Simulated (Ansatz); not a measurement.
`[SiH3]N[SiH2][GaH2]`. The species carries charge 0 and has multiplicity 1. The geometry is a stationary point of PBE0-D4/def2-TZVP. It is one conformer, not always the lowest.

```xyz
12

Si    0.448   -1.523   -0.393
N    -0.935   -0.588   -0.749
Si   -1.112    1.064   -0.193
Ga    0.933    1.299    1.081
H     1.289   -0.675    0.543
H     0.165   -2.787    0.335
H     1.322   -1.831   -1.555
H    -1.663   -0.998   -1.317
H    -2.381    1.203    0.581
H    -1.255    1.986   -1.359
H     2.237    1.855    0.402
H     0.952    0.994    2.623
```

(1) What is the dipole moment at B3LYP/def2-TZVPP? (Estimate.)

(2) And with PBE, r2SCAN, ωB97M-V? (Best estimate.)

(3) Give the Mulliken charges with B3LYP, r2SCAN, ωB97M-V in def2-TZVPP. (An estimate is asked.)

Results:

(1) The calculation gave: 2.05 D, with components (-0.96, -1.43, -1.13) D in this frame, pointing from negative to positive charge.

(2) Computed: PBE 2.05 D, r2SCAN 2.12 D, ωB97M-V 2.05 D.

(3) Computed: 
```json
{"atom": "Si1", "B3LYP": "0.39", "r2SCAN": "0.44", "ωB97M-V": "0.30"}
{"atom": "N2", "B3LYP": "-0.34", "r2SCAN": "-0.39", "ωB97M-V": "-0.34"}
{"atom": "Si3", "B3LYP": "0.22", "r2SCAN": "0.23", "ωB97M-V": "0.14"}
{"atom": "Ga4", "B3LYP": "0.10", "r2SCAN": "0.15", "ωB97M-V": "0.07"}
{"atom": "H5", "B3LYP": "-0.10", "r2SCAN": "-0.10", "ωB97M-V": "-0.08"}
{"atom": "H6", "B3LYP": "-0.06", "r2SCAN": "-0.07", "ωB97M-V": "-0.02"}
{"atom": "H7", "B3LYP": "-0.06", "r2SCAN": "-0.07", "ωB97M-V": "-0.02"}
{"atom": "H8", "B3LYP": "0.11", "r2SCAN": "0.12", "ωB97M-V": "0.09"}
{"atom": "H9", "B3LYP": "-0.08", "r2SCAN": "-0.09", "ωB97M-V": "-0.04"}
{"atom": "H10", "B3LYP": "-0.08", "r2SCAN": "-0.09", "ωB97M-V": "-0.04"}
{"atom": "H11", "B3LYP": "-0.05", "r2SCAN": "-0.07", "ωB97M-V": "-0.03"}
{"atom": "H12", "B3LYP": "-0.05", "r2SCAN": "-0.07", "ωB97M-V": "-0.03"}
```

B3LYP here is the variant with VWN-RPA as its local correlation; programs differ in this.
